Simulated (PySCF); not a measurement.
## Co(OH)₃ → CoO(OH) + H₂O

Level: PBE0 in the def2-TZVP basis family, all electrons, no relativity, computed in PySCF with density fitting; open shells unrestricted.

```
species                                                                        state and structure       E (Eh)  ZPE (kJ/mol)  H(298 K) − H(0) (kJ/mol)  S° (J/(mol K))
Co(OH)₃  quintet, C3h, Co–O 1.761 Å (×3), O–H 0.960 Å (×3); Co–O–H 121.8° (×3), O–Co–O 120.0° (×3)  -1609.91061         101.5                      20.4           338.6
CoO(OH)         quintet, Cs, Co–O 1.622 Å, Co–O 1.770 Å, O–H 0.956 Å; Co–O–H 129.4°, O–Co–O 179.0°  -1533.47373          37.5                      14.6           292.7
    H₂O                                               singlet, C2v, O–H 0.960 Å (×2); H–O–H 105.1°    -76.37736          56.5                       9.9           188.7
```

Question: What is the electronic reaction energy?

Answer: At PBE0/def2-TZVP, ΔE = 156.3 kJ/mol from the differences of the total energies times 2625.5, uphill. 

Question: Add zero-point, thermal and entropy terms for 298.15 K and 1 bar.

Answer: ΔZPE = -7.5 and Δ[H(298) − H(0)] = 4.1 kJ/mol give ΔH° = 152.9 kJ/mol. ΔS° = 142.8 J/(mol K), so ΔG° = 152.9 − 298.15 × (0.1428) = 110 kJ/mol and log₁₀K = -19.3. ΔG° would change sign near 1070 K if ΔH° and ΔS° stayed fixed.

Open d or f shells are single determinants, so the state found may not be the ground state. Each species is the lowest minimum found with this bonding; other isomers or fragments can lie lower.
